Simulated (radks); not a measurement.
All-electron atom: Tl I in [Hg] 6p1. Method: scalar-relativistic Kohn-Sham, revPBE, spin-polarised, spherical densities, finite nucleus; open shells are filled with parallel spins first (spin-orbit coupling, left out, can overturn this in heavy ions); Fermi nuclear charge, rms radius 5.4759 fm; computed with a radial shooting solver on a logarithmic mesh with Libxc functionals.

Local quantities along the radius. ELF = 1/(1 + alpha^2) is the electron localisation function; alpha = (tau - tau_W)/tau_unif compares the Pauli kinetic energy density with that of the uniform gas (summed over spins); 4 pi r^2 rho is in e/bohr. tau is taken from the large components.

r (bohr)	ELF	alpha	4 pi r^2 rho
0.000621	1.000	0.02060	5.745
0.0007287	1.000	0.02109	7.316
0.0008552	1.000	0.02174	9.286
0.0009955	0.999	0.02253	11.60
0.001168	0.999	0.02360	14.61
0.001371	0.999	0.02495	18.30
0.001609	0.999	0.02668	22.79
0.001888	0.999	0.02890	28.19
0.002198	0.999	0.03159	34.23
0.002579	0.999	0.03525	41.63
0.003027	0.998	0.04008	50.07
0.003552	0.998	0.04653	59.47
0.004168	0.997	0.05535	69.59
0.004853	0.996	0.06693	79.52
0.005695	0.993	0.08422	89.76
0.006683	0.988	0.1097	99.05
0.007842	0.978	0.1483	106.5
0.00913	0.960	0.2047	111.2
0.01071	0.918	0.2982	113.0
0.01257	0.833	0.4472	111.6
0.01475	0.687	0.6756	107.6
0.01731	0.508	0.9840	103.0
0.02016	0.380	1.278	100.2
0.02365	0.333	1.416	101.6
0.02776	0.381	1.275	109.2
0.03257	0.506	0.9873	122.6
0.03823	0.646	0.7403	138.2
0.0445	0.727	0.6126	149.7
0.05222	0.736	0.5990	152.9
0.06129	0.654	0.7273	145.0
0.07192	0.489	1.021	130.9
0.0844	0.360	1.333	120.4
0.09825	0.374	1.293	121.4
0.1153	0.525	0.9519	132.9
0.1353	0.676	0.6926	142.7
0.1588	0.711	0.6376	137.0
0.1863	0.588	0.8370	114.1
0.2169	0.363	1.326	90.14
0.2546	0.291	1.562	79.65
0.2987	0.470	1.061	86.40
0.3506	0.670	0.7019	94.78
0.4114	0.716	0.6300	88.91
0.4789	0.635	0.7573	69.89
0.562	0.446	1.115	47.41
0.6595	0.317	1.468	32.63
0.774	0.393	1.243	26.32
0.9083	0.579	0.8526	23.28
1.057	0.657	0.7227	19.73
1.241	0.617	0.7871	14.88
1.456	0.514	0.9717	10.19
1.709	0.416	1.185	6.608
1.989	0.366	1.315	4.298
2.334	0.360	1.332	2.705
2.74	0.379	1.281	1.666
3.215	0.391	1.248	0.9896
3.773	0.370	1.305	0.5620
4.392	0.312	1.484	0.3140
5.154	0.229	1.833	0.1616
6.048	0.147	2.406	0.07827
7.098	0.080	3.386	0.03504
8.329	0.035	5.287	0.01394
9.697	0.012	9.248	0.004916
11.38	0.003	19.96	0.001289
13.35	0.000	53.19	0.0002501

On this mesh the ELF has minima near r = 0.024, 0.084, 0.25, 0.66 bohr, which separate the shells, and maxima near 0.052 (0.74), 0.16 (0.71), 0.41 (0.72), 1.1 (0.66), 3.2 (0.39).

Self-consistent cycle (total energy in hartree, residual of the potential): 1: -20234.74282, 9e+00; 2: -20240.44825, 4e+00; 3: -20241.18711, 1e+00; 4: -20241.07939, 4e-01; 5: -20241.09671, 2e-02; 6: -20241.10203, 7e-03; 7: -20241.10208, 2e-03; 8: -20241.10208, 7e-04; 9: -20241.10208, 1e-04; 10: -20241.10208, 6e-05; 11: -20241.10208, 1e-06; 12: -20241.10208, 7e-07; 13: -20241.10208, 7e-08; 14: -20241.10208, 2e-08; 15: -20241.10208, 7e-09.
